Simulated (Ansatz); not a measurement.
**What each rung costs, and what it gives**

Saddle point of CH₆OSn, closed shell (CH₆OSn ([CH3][SnH2][OH]) → CH₄Sn ([CH2][SnH2]) + H₂O; bonds formed: O2–H4; bonds broken: Sn1–O2, C3–H4), PBE0-D4/def2-TZVP structure:

```
9
angstrom
Sn -0.5233 0.1266 0.9217
O 1.2298 0.9283 -0.2449
C -0.6584 -0.7486 -0.9205
H 0.7394 0.2178 -0.9072
H -1.1922 1.6268 1.3796
H 0.3392 -0.5496 2.2367
H 2.1400 0.6747 -0.0550
H -1.5235 -0.4427 -1.5079
H -0.5510 -1.8332 -0.9027
```

Barriers are electronic and count from the start structure reached by relaxing down the imaginary mode.

Program: Ansatz 0.2.0. Basis: as named in each row. Cores are frozen in the correlated methods. Filled d shells of the heavier atoms are correlated. Core potentials replace the inner electrons of the atoms past krypton. The def2 sets are not built for correlating such inner shells, so the correlated values are less sure here. B3LYP uses VWN-RPA correlation. Extrapolation: Hartree–Fock as exp(−7.88 √X), correlation as X^−2.97.

Times are rough, for one single point on 4 threads of a shared host (Arm Neoverse V2).

The estimate by CCSD(T) at an estimated basis limit (MP2 extrapolated from triple and quadruple zeta, plus CCSD(T) − MP2 in triple zeta) is 2.462 eV.

```csv
method,basis,time (s),barrier (eV),method less estimate
SPW92,def2-SVP,under 1,1.825,-0.637
PBE-D4,def2-SVP,under 1,2.011,-0.451
PBE0-D4,def2-SVP,under 1,2.239,-0.223
SPW92,def2-TZVPP,under 1,1.962,-0.499
PBE-D4,def2-TZVPP,1,2.146,-0.316
BLYP-D4,def2-TZVPP,2,2.215,-0.247
BHLYP-D4,def2-TZVPP,2,2.641,0.179
B3LYP-D4,def2-TZVPP,2,2.391,-0.071
PBE0-D4,def2-TZVPP,2,2.369,-0.093
CAM-B3LYP-D4,def2-TZVPP,2,2.512,0.050
wB97M-V,def2-SVP,3,2.322,-0.140
CCSD(T),def2-SVP,3,2.429,-0.033
r2SCAN-D4,def2-TZVPP,3,2.335,-0.127
r2SCAN0-D4,def2-TZVPP,3,2.465,0.003
B2PLYP,def2-TZVPP,4,2.438,-0.023
PBE-QIDH,def2-TZVPP,4,2.506,0.044
RPA on PBE,def2-TZVPP,4,2.439,-0.023
wB97X-V,def2-TZVPP,5,2.586,0.124
wB97M-V,def2-TZVPP,6,2.468,0.007
B97M-V,def2-TZVPP,6,2.454,-0.008
MP2,def2-QZVPP,11,2.434,-0.028
CCSD(T),def2-TZVPP,64,2.462,0.000
```

All methods are single points on the PBE0-D4 structures.

The T1 diagnostic stays at or below 0.017. The restricted Hartree–Fock reference is unstable towards an unrestricted one at one or more of these structures.

Labels in which every atom is bracketed show which atoms are joined, not bond orders.
